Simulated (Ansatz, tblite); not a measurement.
Spin states of the cluster GaF₃ (the lowest singlet isomer of a short search), each relaxed with PBE-D4/def2-TZVP in Ansatz. Electronic energies in the gas phase.

The 6-31G sets use Cartesian d functions. The xTB rows come from tblite. B3LYP takes the VWN-RPA correlation. Correlated methods freeze 12 core orbitals; core or outer-core shells of Ga are correlated, in sets that lack core-valence functions. In CCSD on the charge 0 triplet the largest single amplitude is 0.34, so its Hartree–Fock determinant may place the open shell otherwise than the density functionals do. HOMO above LUMO, or a gap near zero within one spin, warns that the state may not be the lowest or that an electron is smeared out. The structure comes from a short search, and lower isomers may exist.

Singlet geometry (D3h within 0.1 Å):

```csv
atom,x (Å),y (Å),z (Å)
Ga1,0.000,0.000,0.000
F2,-1.585,0.727,0.088
F3,0.244,-1.634,0.566
F4,1.341,0.907,-0.654
```

Triplet geometry (Cs within 0.1 Å):

```xyz
4

Ga   -0.327   -0.600    0.358
F     1.488   -0.058   -0.140
F    -1.397   -0.554   -1.063
F     0.236    1.211    0.845
```

Quintet geometry (D3h within 0.1 Å):

Cartesian coordinates in Å:
```
Ga -0.001 0.001 0.000
F -1.398 1.348 0.893
F 0.943 0.506 -1.848
F 0.455 -1.854 0.956
```

⟨S²⟩: triplet 2.01 at PBE0-D4/def2-TZVP (pure 2.00), quintet 6.01 at PBE0-D4/def2-TZVP (pure 6.00).

Run but left out: HF/6-31G, HF/def2-TZVP, HF/def2-TZVPP, MP2/def2-TZVP, MP2/def2-TZVPP (triplet: a determinant that CCSD turns far, T1 0.048).

Only these spin states were relaxed.

(1) Estimate which spin state lies lowest at each of these levels, and by how much: GFN1-xTB; BLYP-D4/def2-TZVP; r2SCAN-D4/def2-TZVP; B3LYP-D4/6-31G; BHLYP-D4/def2-TZVP; PBE-QIDH/def2-TZVP; RPA@PBE/def2-TZVP; CCSD/def2-TZVPP.

## Answers

(1) 
```
              level  triplet − singlet (kcal/mol)  quintet − singlet (kcal/mol)  lowest of these                                  remarks
           GFN1-xTB                          97.7                         346.7          singlet                                        –
  BLYP-D4/def2-TZVP                          95.3                         271.4          singlet  gap within one spin near zero (quintet)
r2SCAN-D4/def2-TZVP                          99.8                         281.5          singlet  gap within one spin near zero (quintet)
     B3LYP-D4/6-31G                          90.6                         266.1          singlet                                        –
 BHLYP-D4/def2-TZVP                         111.4                         298.3          singlet                                        –
 PBE-QIDH/def2-TZVP                         119.0                         313.6          singlet                                        –
  RPA@PBE/def2-TZVP                         101.6                         247.5          singlet                                        –
    CCSD/def2-TZVPP                         122.5                         312.5          singlet               large T1 (0.048) (triplet)
```

Change of the quintet − singlet gap on mixing in exact exchange, in kcal/mol: BLYP to BHLYP (50 % exact exchange) 26.9. The xTB methods have no term that favours high spin, so they put low spin too low.
